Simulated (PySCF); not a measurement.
Excitation energy of Ni by level of theory

Ni [Ar] 3d8 4s2 (3F) → Ni [Ar] 3d10 (1S), as a difference of total energies. Calculation: PySCF 2.14, in ANO-RCC-VTZP; the spin-free X2C one-electron Hamiltonian (Gaussian nucleus). Correlated levels: valence: [Ar] frozen; valence and next inner shell: [Ne] frozen. The calculations carry no spin-orbit coupling.

```
                                method  excitation energy (cm⁻¹)
                                   UHF                     52117
                                   LDA                    5168.3
                                   PBE                     11527
                                  PBE0                     19620
                                r2SCAN                     22046
                                 HSE06                     20076
                               wB97M-V                     18619
                             CAM-B3LYP                     17627
                         MP2 (valence)                    2870.1
                     SCS-MP2 (valence)                    9306.0
    MP2 (valence and next inner shell)                   -7612.7
SCS-MP2 (valence and next inner shell)                    1235.7
```

A first-order spin-orbit estimate (lowest level to lowest level, LS coupling) adds 0.138 eV.
